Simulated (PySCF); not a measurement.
HSbO: bending curve

Computed with PBE0 in PySCF with Sb def2-TZVP with ECP28, O def2-TZVP, H def2-TZVP; scalar-relativistic core potentials, no spin–orbit coupling; density-fitted integrals.

Rigid scan from the singlet minimum (Sb–H 1.750 Å, Sb–O 1.809 Å; H–Sb–O 100.0°). Coordinate: the O–Sb–H angle, bonds fixed. Energies in kJ/mol from the minimum.

Predict the curve at 80, 90, 100, 110, 120, 130, 140, 150, 160, 170, 180.


| bond angle (°) | E (kJ/mol) | dipole size (D) |
| --- | --- | --- |
| 80 | 34.4 | 3.96 |
| 90 | 8.1 | 3.85 |
| 100 | 0.0 | 3.70 |
| 110 | 7.4 | 3.53 |
| 120 | 28.6 | 3.36 |
| 130 | 62.1 | 3.20 |
| 140 | 107.0 | 3.06 |
| 150 | 162.3 | 2.95 |
| 160 | 227.3 | 2.86 |
| 170 | 300.4 | 2.73 |
| 180 | 372.0 | 1.87 |

With the bonds held, the linear shape lies 372.0 kJ/mol from the minimum.
